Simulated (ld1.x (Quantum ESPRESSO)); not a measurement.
LDA (PZ) PAW dataset for Yb (Z = 70), fully relativistic all-electron reference.

The input file (ld1.x (Quantum ESPRESSO) 7.5):

```
&input
   title='Yb', zed=70., rel=2, dft='PZ', iswitch=3,
   config='[Xe] 4f13 5d0 6s0 6p0', rel_dist='average',
   nld=7, rlderiv=3.10, eminld=-8.0, emaxld=5.0, deld=0.04
 /
 &inputp
   pseudotype=3, lpaw=.true., tm=.true., lloc=-1, rcloc=2.45,
   nlcc=.true., new_core_ps=.true.,
   which_augfun='PSQ', rmatch_augfun_nc=.true.,
   file_pseudopw='Yb.UPF', file_wfcaegen='ae.wfc', file_wfcncgen='nc.wfc', file_beta='beta', file_chi='chi', file_wfcusgen='us.wfc'
 /
8
5S  1  0   2.00   0.00  2.15  2.30  0.0
6S  2  0   0.00   0.00  2.15  2.30  0.0
5P  2  1   6.00   0.00  2.30  2.50  0.0
6P  3  1   0.00   0.00  2.30  2.50  0.0
5D  3  2   0.00   0.00  2.30  2.85  0.0
5D  3  2   0.00  -0.60  2.30  2.85  0.0
4F  4  3  13.00   0.00  0.80  0.95  0.0
4F  4  3   0.00  -2.25  0.80  0.95  0.0
 &test
   configts(1)='4f13 5s2 5p6 5d0 6s0 6p0'
 /
```

Command:

```bash
ld1.x < Yb.in > Yb.out
```

Output (shortened: banner, matrices, multipoles, cross overlaps and the repeated all-electron block are left out):

```
[... start of the log left out ...]
     Speed at rcutus      0.811 a.u.,  v/c =  0.005922,  (v/c)^2 =  0.00003506

     Wfc 5P LC norm =  0.99972764 SC norm =  0.00027235 missing  0.00000001
     Speed at rcutus      0.301 a.u.,  v/c =  0.002196,  (v/c)^2 = -0.00000482

     Wfc 5P LC norm =  0.99976391 SC norm =  0.00023602 missing  0.00000007
     Speed at rcutus      0.320 a.u.,  v/c =  0.002334,  (v/c)^2 = -0.00000545

     Wfc 6P LC norm =  0.99994572 SC norm =  0.00005386 missing  0.00000043
     Speed at rcutus      0.712 a.u.,  v/c =  0.005199,  (v/c)^2 =  0.00002703

     Wfc 6P LC norm =  0.99994996 SC norm =  0.00004549 missing  0.00000455
     Speed at rcutus      0.648 a.u.,  v/c =  0.004729,  (v/c)^2 =  0.00002237

     Wfc 5D LC norm =  0.99988617 SC norm =  0.00011374 missing  0.00000009
     Speed at rcutus      0.340 a.u.,  v/c =  0.002481,  (v/c)^2 =  0.00000615

     Wfc 5D LC norm =  0.99989102 SC norm =  0.00010744 missing  0.00000154
     Speed at rcutus      0.364 a.u.,  v/c =  0.002656,  (v/c)^2 =  0.00000706

     Wfc 4F LC norm =  0.99925578 SC norm =  0.00074422 missing  0.00000000
     Speed at rcutus      2.639 a.u.,  v/c =  0.019260,  (v/c)^2 =  0.00037093

     Wfc 4F LC norm =  0.99927417 SC norm =  0.00072582 missing  0.00000002
     Speed at rcutus      2.676 a.u.,  v/c =  0.019526,  (v/c)^2 =  0.00038128
      Wfc-us  5S rcutus= 2.285  Estimated cut-off energy=    11.08 Ry
      Wfc-us  6S rcutus= 2.285  Estimated cut-off energy=    22.88 Ry
      Wfc-us  5P rcutus= 2.526  Estimated cut-off energy=    13.93 Ry
           1        1270        1269   99.634128144368987

 %%%%%%%%%%%%%%%%%%%%%%%%%%%%%%%%%%%%%%%%%%%%%%%%%%%%%%%%%%%%%%%%%%%%%%%%%%%%%%
     Error in routine compute_chi (1):
     n is too large
 %%%%%%%%%%%%%%%%%%%%%%%%%%%%%%%%%%%%%%%%%%%%%%%%%%%%%%%%%%%%%%%%%%%%%%%%%%%%%%

     stopping ...
```

The run stopped because near the origin the numerical χ = (ε − T − V_loc)φ did not join its small-r series within 0.05 bohr.

The run took about 0.2 s on one core of a shared server CPU.
